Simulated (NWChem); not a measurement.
Everything below was run with NWChem. System: C2H6Be, charge 0, spin multiplicity 1, at a geometry optimised with PBE0/def2-SVP. The structure started from a generated list of species. Level: G0W0@PBE/def2-SVPD, RI basis def2-svpd-rifit.

NWChem printed:

```
             Northwest Computational Chemistry Package (NWChem) 7.3.0
             --------------------------------------------------------

                                NWChem Input Module
                                -------------------

 Scaling coordinates for geometry "geometry" by  1.889725989
 (inverse scale =  0.529177249)

 Turning off AUTOSYM since
 SYMMETRY directive was detected!

                             Geometry "geometry" -> ""
                             -------------------------

 Output coordinates in angstroms (scale by  1.889725989 to convert to a.u.)

  No.       Tag          Charge          X              Y              Z
 ---- ---------------- ---------- -------------- -------------- --------------
    1 Be                   4.0000     0.00000000     0.00000000     0.00018600
    2 C                    6.0000     1.05412200     1.30888700    -0.00000600
    3 H                    1.0000     1.10262800     1.80830200     0.98439400
    4 H                    1.0000     0.76017500     2.08358600    -0.73093400
    5 H                    1.0000     2.08828900     1.01408100    -0.25379900
    6 C                    6.0000    -1.05412200    -1.30888700    -0.00000600
    7 H                    1.0000    -1.10262800    -1.80830200     0.98439400
    8 H                    1.0000    -0.76017500    -2.08358600    -0.73093400
    9 H                    1.0000    -2.08828900    -1.01408100    -0.25379900

 Effective nuclear repulsion energy (a.u.)      51.1940477360

            Nuclear Dipole moment (a.u.)
            ----------------------------
        X                 Y               Z
 ---------------- ---------------- ----------------
    -0.0000000000    -0.0000000000    -0.0000113384

      Symmetry information
      --------------------

 Group name             C2
 Group number              4
 Group order               2
 No. of unique centers     5

      Symmetry unique atoms

     1    2    3    4    5


 Summary of "ao basis" -> "" (spherical)
 ------------------------------------------------------------------------------
       Tag                 Description            Shells   Functions and Types
 ---------------- ------------------------------  ------  ---------------------
 *                         def2-svpd                  on all atoms

 new library libraries.bse/

 Summary of "ri basis" -> "" (spherical)
 ------------------------------------------------------------------------------
[...]
     3      1.344887  1 Be s                 15      0.814733  2 C  s
    59      0.814733  6 C  s                 34     -0.455435  3 H  s
    42     -0.455702  4 H  s                 50     -0.455577  5 H  s
    78     -0.455435  7 H  s                 86     -0.455702  8 H  s
    94     -0.455577  9 H  s                 16      0.370926  2 C  s

 center of mass
 --------------
 x =   0.00000000 y =  -0.00000000 z =   0.00004107

 moments of inertia (a.u.)
 ------------------
         220.302184716228        -159.246289468553           0.000000000000
        -159.246289468553         150.819051942880          -0.000000000000
           0.000000000000          -0.000000000000         348.552432035282

     Multipole analysis of the density
     ---------------------------------

     L   x y z        total         alpha         beta         nuclear
     -   - - -        -----         -----         ----         -------
     0   0 0 0     -0.000000    -11.000000    -11.000000     22.000000

     1   1 0 0      0.000000      0.000000      0.000000     -0.000000
     1   0 1 0     -0.000000     -0.000000     -0.000000     -0.000000
     1   0 0 1      0.000047      0.000029      0.000029     -0.000011

     2   2 0 0    -16.053788    -53.813811    -53.813811     91.573835
     2   1 1 0     -1.523516    -50.663197    -50.663197     99.802878
     2   1 0 1     -0.000000     -0.000000     -0.000000      0.000000
     2   0 2 0    -16.718504    -75.919354    -75.919354    135.120204
     2   0 1 1     -0.000000     -0.000000     -0.000000     -0.000000
     2   0 0 2    -14.826760    -13.011774    -13.011774     11.196787

 Task  times  cpu:        4.8s     wall:        4.8s

                                NWChem Input Module
                                -------------------

                                 NWChem GW Module
                                 ----------------

                             ***********************
                             ***        GW       ***
                             ***********************

 Summary of "ri basis" -> "ri basis" (spherical)
 ------------------------------------------------------------------------------
       Tag                 Description            Shells   Functions and Types
 ---------------- ------------------------------  ------  ---------------------
 Be                     def2-svpd-rifit             14       36   6s5p3d
 C                      def2-svpd-rifit             20       64   7s6p5d2f
 H                      def2-svpd-rifit              9       23   4s3p2d

                 Memory Information
                 ------------------
          Available GA per process is          1699.9 MBs
          Available stack per process is        700.0 MBs
          Available heap per process is           0.0 MBs

          Peak memory in Initialization
              Peak GA per process is                  3.8 MBs
              Peak stack per process is               0.1 MBs
              Peak heap per process is                3.9 MBs
              Memory not in MA per process            0.0 MBs

          Peak memory in AFF Calculation
              Peak GA per process is                 12.5 MBs
              Peak stack per process is               7.3 MBs
              Peak heap per process is                0.0 MBs
              Memory not in MA per process            7.3 MBs

          Computing 2-center integrals
          Computing Inverse Cholesky factor
          Computing 3-center integrals
          Computing V_xc ...

          Computing Sigma_x
          Computing RPA polarizability
          Solving quasiparticle equations

                  Alpha Orbitals
          State     Energy (eV)     Error (eV)
          -----------------------------------
@GW         8        -12.587           0.002
@GW         9        -12.587           0.002
@GW        10        -10.663           0.002
@GW        11         -9.773           0.002
@GW        12          2.073           0.002
@GW        13          2.073           0.002

   Applying  -2.9774 eV scissor-shift to rest of particle states

   Applying   2.5078 eV scissor-shift to rest of hole states

     GW Timing Statistics
   ------------------------
   Init.   :          0.0s
     ERIs  :          1.0s
     Distr.:          0.0s
     Vxc   :          0.4s
   Sigma_x :          0.0s
   RPA     :          0.3s
   Wmn     :          0.0s
   Sigma_c :          0.0s
   GW total:          1.8s

 Task  times  cpu:        1.8s     wall:        1.8s

 Total times  cpu:        6.7s     wall:        6.7s
```

Write an NWChem input that would produce this output.

This is not unique; one that fits is 
```
start mol
memory heap 200 mb stack 700 mb global 1700 mb
geometry units angstroms nocenter noautoz
  Be     0.000000     0.000000     0.000186
  C      1.054122     1.308887    -0.000006
  H      1.102628     1.808302     0.984394
  H      0.760175     2.083586    -0.730934
  H      2.088289     1.014081    -0.253799
  C     -1.054122    -1.308887    -0.000006
  H     -1.102628    -1.808302     0.984394
  H     -0.760175    -2.083586    -0.730934
  H     -2.088289    -1.014081    -0.253799
  symmetry group C2
end
basis spherical
  * library def2-svpd
end
basis "ri basis" bse spherical
  * library def2-svpd-rifit
end
dft
  xc xpbe96 cpbe96
  iterations 100
  direct
  tolerances tight
end
task dft energy
gw
  states alpha occ 4 vir 2
end
task dft gw
```
